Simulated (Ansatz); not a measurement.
Wavefunction ladder for C$_{2}$H$_{9}$ClSSi$_{2}$ (`C[SiH2]S[SiH](C)Cl`)

Z-matrix (Å, degrees):
```
C
Si 1 1.863
H 1 1.092 2 111.0
H 1 1.094 2 109.2 3 -119.6
H 1 1.092 2 111.4 3 121.3
S 2 2.153 1 113.1 3 -54.2
H 2 1.485 1 111.1 3 61.4
H 2 1.484 1 110.7 3 -177.4
Si 6 2.121 2 101.2 1 -46.9
C 9 1.853 6 108.2 2 -169.7
Cl 9 2.066 6 111.1 2 -49.4
H 9 1.482 6 110.9 2 66.9
H 10 1.093 9 110.1 6 -59.7
H 10 1.092 9 110.2 6 -179.6
H 10 1.092 9 110.5 6 60.3
```

Total charge 0; spin multiplicity 1. The structure was optimised at the PBE0-D4/def2-TZVP level. It is one conformer, not always the lowest. Frozen core, restricted reference, Ansatz. CBS rows extrapolate triple and quadruple zeta; past MP2 they add the triple-zeta difference.

| basis | HF (Eh) | MP2 corr. |
| --- | --- | --- |
| def2-TZVPP | -1516.09117 | -0.97037 |
| def2-QZVPP | -1516.13685 | -1.04799 |

(1) Estimate the CCSD correlation energy and the (T) correction in each basis where they were run (hartree).

Answers

(1) 
| basis | CCSD corr. | (T) |
| --- | --- | --- |
| def2-TZVPP | -1.05205 | -0.04452 |
| CBS(def2) | -1.18716 | as TZ |
